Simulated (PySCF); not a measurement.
## Vibration and rotation of BI⁻

B2PLYP constants of BI⁻, ²Π (doublet), unpaired electrons π ↑ (basis B def2-SVPD, I def2-SVPD with ECP28; scalar-relativistic core potentials; PySCF 2.14; masses 11.0093 and 126.9045 u):

```
ωe              : 292.9 cm⁻¹
ωexe            : 3.52 cm⁻¹
Be              : 0.28171 cm⁻¹
αe              : 0.00445 cm⁻¹
D (centrifugal) : 1.04e-06 cm⁻¹
De to B + I⁻    : 0.87 eV
```

Question: Give the vibrational terms G(v) and spacings up to v = 6.

Answer: G(v) = ωe(v+½) − ωexe(v+½)².

```tsv
v	G(v) (cm⁻¹)	G(v) − G(v−1)	Bv (cm⁻¹)
0	145.6		0.2795
1	431.4	285.9	0.2750
2	710.2	278.8	0.2706
3	982.0	271.8	0.2661
4	1246.8	264.7	0.2617
5	1504.5	257.7	0.2572
6	1755.1	250.7	0.2528
```

Question: How well does the Morse estimate ωe²/(4ωexe) reproduce De, and what is D0?

Answer: It gives 0.76 eV, 87 % of the computed De. D0 = De − G(0) = 0.87 − 0.02 = 0.85 eV.

Correlated steps freeze 5 core orbitals. Spin–orbit coupling is left out, which matters for elements this heavy, above all for dissociation energies. For an ion De counts to the pair picked by the measured ionisation energies or electron affinities, which need not be the lowest pair at this level. B2PLYP dipoles, levels and charges come from its SCF part alone. The state is the lowest determinant that a PBE0 search found; another state may lie lower at other levels.
